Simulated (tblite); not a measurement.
Species: C4H9Si (doublet state).
Z-matrix (Å and degrees, GFN2-xTB geometry), rows numbered from 1:
```
C 
C   1  1.3393
Si  2  1.8507  1  126.01
C   3  1.9015  2  117.77  1    21.48
C   3  1.9025  2  114.08  1   155.95
H   1  1.0780  2  122.12  3   174.99
H   1  1.0771  2  121.89  3    -6.50
H   2  1.0847  1  117.46  3  -172.71
H   4  1.0854  3  111.29  2   -50.00
H   4  1.0865  3  111.43  2  -170.36
H   4  1.0887  3  110.80  2    69.81
H   5  1.0884  3  110.91  2   -77.73
H   5  1.0854  3  111.06  2    41.98
H   5  1.0859  3  111.67  2   162.27
```

Calculated harmonic vibrations of the isolated species, GFN2-xTB (tblite), most abundant isotopes, no scaling. The method is semi-empirical: single wavenumbers can be off by several per cent or more. One conformer, not necessarily the lowest. Open shells enter through the occupations alone, without spin polarisation, and single modes of such species can be off by tens of per cent.

Harmonic wavenumbers (cm⁻¹): 83.0, 95.4, 110.2, 126.9, 148.4, 172.2, 342.4, 492.2, 630.0, 761.9, 771.3, 793.4, 825.8, 832.6, 842.2, 868.4, 973.0, 1011.6, 1273.4, 1363.1, 1369.8, 1404.2, 1481.8, 1485.8, 1487.3, 1491.6, 1562.1, 2996.9, 3000.6, 3013.8, 3034.9, 3041.3, 3047.9, 3049.9, 3086.1, 3110.2.

A = 5362, B = 2738, C = 1916 MHz; mass 85.047 u (most abundant isotopes); point group C1, symmetry number 1; spin multiplicity 2.

Task: What is the zero-point energy?

Result: Half the sum of the wavenumbers: 25091 cm⁻¹ = 71.74 kcal/mol.

Task: What is S at 500 K and 1 bar for an ideal gas of classical rigid rotors and harmonic oscillators?

Result: Translation 41.83, rotation 28.38, vibration 36.75, spin (R ln 2) 1.38: S = 108.3 cal/(mol K).

Task: And Cp and H(500 K) − H(0)?

Result: Cp = 41.18 cal/(mol K), of which vibrations give 33.23 (their classical limit is 36 R = 71.5); H(500 K) − H(0) = 13.04 kcal/mol without the zero-point energy, 9.07 from vibrations.

Task: Blend soft modes into free rotors: weight 1/[1 + (100 cm⁻¹/ν̃)⁴] for the oscillator and the rest for a rotor with moment μB/(μ + B), μ = h/(8π²ν), B = 10⁻⁴⁴ kg m². What vibrational entropy results?

Result: 34.43 cal/(mol K) in place of 36.75, which changes −T·S at 500 K by +1.16 kcal/mol.

Task: How do the functions run with temperature in this model?

Result: 
```tsv
T (K)	S (cal/(mol K))	Cp (cal/(mol K))	H − H(0) (kcal/mol)	G − H(0) (kcal/mol)	ln q(vib)
100	65.9	17.6	1.25	-5.34	1.28
200	79.8	23.2	3.29	-12.67	3.53
300	90.4	29.5	5.92	-21.20	5.58
800	130.5	53.0	27.30	-77.07	14.57
1000	142.9	58.4	38.47	-104.43	17.75
```

q(vib) and H(0) count from the zero-point level.

Task: Which modes carry the vibrational entropy at 500 K?

Result: 83.0 cm⁻¹: 4.84; 95.4 cm⁻¹: 4.56; 110.2 cm⁻¹: 4.28; 126.9 cm⁻¹: 4.00; 148.4 cm⁻¹: 3.69; 172.2 cm⁻¹: 3.40 cal/(mol K); the other 30 give 11.98 together.

Hindered rotation and anharmonicity are outside this model. Other conformers, if any are populated, would add a mixing term that is left out. The structure is chiral; the term R ln 2 for an equal mix with its mirror image is left out.

On one thread of an Arm Neoverse V2, shared host with 96 logical CPUs at a one-minute load of 89, this took 0.3 s of wall time. The figure is for the frequency step alone.
